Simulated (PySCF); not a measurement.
Ligands exchanged one at a time, In H-OH. Isolated molecules, 0 K electronic values unless said otherwise. One relaxed conformer stands for each flexible species; it need not be the lowest. Strings in code marks are SMILES.

Computed with M06-2X/def2-TZVP // B3LYP-D3(BJ)/def2-TZVP (PySCF). Delta-SCF ions had no search for a lower state. Excitations are Tamm–Dancoff values on a coarser integration grid. The basis has no diffuse functions, so Rydberg states are missing or too high.

```csv
species,T1 excitation (TDA) (eV),vertical ionisation energy (Delta-SCF) (eV),LUMO (eV)
0 of 3 H replaced by OH,–,10.59,-1.41
1 of 3 H replaced by OH (`[OH][InH2]`),5.05,10.73,-1.06
"2 of 3 H replaced by OH (`[OH][InH][OH]` (H–O–In–O torsion 0°, O–In–O–H torsion 0°))",5.57,11.08,-0.68
3 of 3 H replaced by OH (`[OH][In]([OH])[OH]`),5.12,11.44,-1.23
```
